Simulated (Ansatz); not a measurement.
Basis-set extrapolation for CH₈B₂N₂, SMILES `BNB(C)N` (PBE0-D4/def2-TZVP geometry, frozen core, Ansatz 0.2.0). Multiplicity 1, RHF reference.

```csv
,def2-TZVPP,def2-QZVPP
HF,-201.005194,-201.015212
MP2 correlation,-0.803495,-0.857604
CCSD(T) correlation,-0.881667,not run
```

Energies in hartree. Use E(X) = E(∞) + A·exp(−7.88·√X) for Hartree–Fock and E(X) = E(∞) + B·X^(−2.97) for correlation, with X = 3 and 4, and add CCSD(T) minus MP2 of the smaller set to the MP2 limit.

Question: What is the CCSD(T) energy at the basis-set limit?

Answer: HF limit: -201.015212 + (-0.010018) × 0.13774 = -201.01659. MP2 limit: -0.857604 + (-0.054109) × 0.74074 = -0.89768. Higher-order term: -0.881667 − (-0.803495) = -0.07817. Total: -201.99244 hartree, 277.2 kJ/mol below CCSD(T)/def2-TZVPP.
